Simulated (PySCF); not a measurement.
# Two-component Hartree-Fock for Co⁻ (cobalt, charge -1)

Start: [Ar] 3d8 4s2; 3d3/2 filled at m_j = -3/2, -1/2, +1/2, +3/2; 3d5/2 filled at m_j = -1/2, +1/2, +3/2, +5/2. Calculated with PySCF 2.14 in x2c-SVPall-2c with one added diffuse shell each of s, d type (6s5p4d1f, 48 functions): generalised Hartree-Fock with the X2C-1e Hamiltonian and a Gaussian nucleus; one run each with spin-orbit coupling (SO) switched off, then screened by Boettger's factors.

```
spinor shell  electrons  ε, spin-free (eV)  ε, screened SO (eV)  weight of nominal j (screened SO)  rms radius, screened SO (bohr)
       1s1/2          2            -7763.1              -7763.1                              1.000                          0.0649
       2s1/2          2            -953.23              -953.19                              1.000                           0.276
       2p1/2          2            -811.31              -821.83                              0.999                           0.247
       2p3/2          4            -811.31              -806.11                              0.999                           0.250
       3s1/2          2            -114.84              -114.83                              1.000                           0.835
       3p1/2          2            -71.868              -75.302                              0.774                           0.893
       3p3/2          4            -71.868              -70.148                              0.887                           0.899
       3d3/2          4             -6.479               -6.396                              0.689                            1.33
       3d5/2          4             -6.479               -6.568                              0.735                            1.33
       4s1/2          2             -0.631               -0.632                              1.000                            5.43
```

| quantity | spin-free | screened SO |
| --- | --- | --- |
| E (hartree) | -1391.58124 | -1391.60268 |
| M_J | 4 | 4 |
| ⟨J²⟩ | 20.123 | 20.125 |
| ⟨L²⟩ | 12.010 | 12.014 |
| ⟨S²⟩ | 2.114 | 2.114 |

The basis lacks diffuse functions for the outer shell of this anion, so its levels lie too high.

Each row is a mean over spinors that exchange with the open shell spreads, by up to 9.665 eV (3p3/2).

Rows whose weight is well below 1 are mixtures of j = l ± 1/2: exchange outweighs spin-orbit coupling there, and the label is only the starting occupation.

⟨J²⟩ departs a little from M_J(M_J + 1) because the unrestricted spinors polarise the closed shells.

Without spin-orbit coupling the j labels of p, d and f shells carry no meaning; the spin-free column gives the mean over the occupied spinors of each nl shell.
